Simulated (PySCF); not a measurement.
C₄H₉BO₃.
Atom-mapped SMILES: `[CH3:1][CH2:2][O:3][B:4]1[O:5][CH2:6][CH2:7][O:8]1` (hydrogens: H9, H10, H11 on C1; H12, H13 on C2; H14, H15 on C6; H16, H17 on C7)

Computed with PySCF at CAM-B3LYP/def2-SVPD, non-relativistic, on one gas-phase PBE0-D3(BJ)/def2-SVP geometry that isn't relaxed in the solvent. The solvent is an IEF-PCM continuum (Bondi radii, 1.10 Å for H, scaled by 1.2), and excitations are vertical TDDFT with non-equilibrium linear response and a frozen core. The model holds no explicit solvent molecules, cavitation or dispersion.

Gas-phase singlets (H = HOMO, L = LUMO):

```
state  E (eV)  λ (nm)      f  leading configurations
   S1   7.254     171  0.000                 H→L 87%
   S2   7.853     158  0.006               H-1→L 82%
   S3   8.120     153  0.000    H→L+1 62%, H→L+2 15%
   S4   8.502     146  0.041    H→L+3 58%, H→L+2 10%
   S5   8.586     144  0.011  H-2→L 67%, H-2→L+1 16%
```

Problem. How does the list change in acetone (ε = 20.49)?

Solution. 
```csv
state,E (eV),λ (nm),f,leading configurations,change by rank (eV)
S1,7.254,171,0.000,H→L 88%,0.000
S2,7.881,157,0.005,H-1→L 85%,+0.028
S3,8.383,148,0.001,"H→L+1 37%, H→L+2 30%",+0.263
S4,8.542,145,0.024,"H→L+3 34%, H→L+2 24%",+0.040
S5,8.604,144,0.015,"H-2→L 68%, H-2→L+1 9%",+0.018
```

Problem. How do the frontier levels move from gas to acetone?

Solution. 
```tsv
orbital	gas (eV)	solvent (eV)	change (eV)	Löwdin shares, gas	Löwdin shares, solvent
LUMO+2	1.94	1.99	+0.05	O5 12 %, C1 11 %, O8 10 %, H14 9 %	O5 18 %, O8 15 %, C6 12 %, O3 12 %
LUMO+1	1.62	1.86	+0.24	C7 11 %, C6 10 %, C1 9 %, H16 9 %	C1 14 %, C7 10 %, C2 10 %, H9 8 %
LUMO	0.90	0.91	+0.01	B4 42 %, C6 9 %, C7 8 %, O5 5 %	B4 48 %, O8 7 %, C7 6 %, C6 6 %
HOMO	-9.45	-9.41	+0.04	O8 35 %, O5 21 %, C7 10 %, C6 7 %	O8 30 %, O5 24 %, C7 11 %, C6 10 %
HOMO-1	-9.82	-9.91	-0.09	O3 43 %, O5 16 %, C2 10 %, C1 9 %	O3 42 %, O5 12 %, C2 10 %, C1 10 %
HOMO-2	-10.44	-10.51	-0.07	O3 35 %, C2 22 %, H13 10 %, H12 9 %	O3 29 %, C2 23 %, H13 11 %, C1 10 %
HOMO-3	-11.08	-11.02	+0.06	O8 28 %, C6 22 %, C7 22 %, O5 12 %	C7 23 %, C6 23 %, O8 19 %, O5 16 %
```

The HOMO–LUMO gap goes from 10.35 to 10.32 eV. Rows go by rank; for LUMO+1 and LUMO+2 the atom shares or the degeneracy differ between the runs, so the row needn't follow one orbital.

Time: 56 s wall; peak memory 1.3 GiB. Hardware: Arm Neoverse V2, one thread (shared host). This is the whole response run at CAM-B3LYP/def2-SVPD in acetone, SCF included.

The values belong to the conformer `[CH3:1][CH2:2][O:3][B:4]1[O:5][CH2:6][CH2:7][O:8]1`: C1–C2–O3–B4 -85°, C2–O3–B4–O5 -2°.
